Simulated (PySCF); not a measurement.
## Spin-rotation constants: `InChI=1S/H6O2Si3/c1-3-2-5-4-1/h3-5H2`

Geometry (Å), atoms numbered from 1 in this order:
```xyz
11

O    -1.3845    0.3311    0.0697
Si   -0.3798    1.4044    0.7752
O     1.0926    0.7494    0.5256
Si    1.3577   -0.6690   -0.2731
Si   -0.8908   -1.0502   -0.6844
H    -0.6423    1.4043    2.2017
H    -0.4550    2.6513    0.0379
H     2.2434   -0.2914   -1.3779
H     2.0652   -1.4977    0.7065
H    -1.4124   -0.9133   -2.0470
H    -1.5886   -2.1162    0.0399
```

Level of theory: PySCF, GIAO B3LYP/aug-pcSseg-1 magnetisability, rotational g tensor and spin-rotation constants, non-relativistic, gas phase. Geometry: GFN2-xTB.

(1) Give the nuclear spin-rotation constants along the inertial axes (H = +C I·J) beside the isotropic shieldings.

(2) How do the rotational constants and the g tensor change when H6, H7, H8, H9, H10, H11 are replaced by deuterium?

## Answers

(1) Rotational constants 3.3558, 2.9045, 1.6488 GHz. A star marks the isotopologue with that one atom substituted, in its own axes.
| atom | isotope | Caa (kHz) | Cbb (kHz) | Ccc (kHz) | mean (kHz) | σ (ppm) |
| --- | --- | --- | --- | --- | --- | --- |
| H6 | 1H | -0.153 | -0.277 | 0.025 | -0.135 | 26.8 |
| H7 | 1H | -0.153 | -0.277 | 0.025 | -0.135 | 26.8 |
| H8 | 1H | -0.289 | -0.122 | 0.011 | -0.134 | 26.4 |
| H9 | 1H | -0.289 | -0.122 | 0.011 | -0.133 | 26.5 |
| H10 | 1H | -0.289 | -0.122 | 0.011 | -0.133 | 26.4 |
| H11 | 1H | -0.289 | -0.123 | 0.012 | -0.134 | 26.4 |
| O1 | 17O* | -0.540 | -0.193 | -0.138 | -0.290 | 270.4 |
| Si2 | 29Si* | -2.110 | -1.726 | -1.016 | -1.617 | 363.4 |
| Si4 | 29Si* | -1.769 | -1.880 | -1.062 | -1.570 | 369.3 |

For the geometry as given, no vibrational averaging.

(2) Constants 2.9061, 2.4938, 1.4846 GHz; g -0.0486, -0.0525, -0.0260, against -0.0561, -0.0612, -0.0289 before.
